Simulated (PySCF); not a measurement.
In(OMe)(NH2)2 (CH7InN2O), SMILES [O]([In]([NH2])[NH2])C.

Geometry optimised at B3LYP-D3(BJ)/def2-SVP. The structure was generated by enumeration; whether it is a known compound was not checked. The def2 effective core potentials stand for the cores of In; spin–orbit coupling is left out. One conformer was computed; it need not be the lowest.

Two levels are set side by side: PBE/def2-TZVP (PySCF) and M06-2X/def2-TZVP (PySCF). Same geometry, gas phase. Differences are taken from unrounded values.

```
quantity                     M06-2X    PBE  PBE minus M06-2X
---------------------------  ------  -----  ----------------
orbital gap (eV)               7.94   3.46             -4.47
highest occupied level (eV)   -8.58  -5.58              2.99
lowest empty level (eV)       -0.64  -2.12             -1.48
dipole moment (D)              2.93   2.65             -0.29
mean polarisability (bohr³)    66.1   73.1               7.1
```

PBE's occupied levels lie high since its potential decays too fast outside the molecule; exact exchange lowers them and widens the gap. Loosely held outer electrons make PBE densities more polarisable. Differences between two approximate levels are no errors against the true value.

Rough cost on one machine, each run with all the roots and properties that it gave: M06-2X against PBE about 4 times.
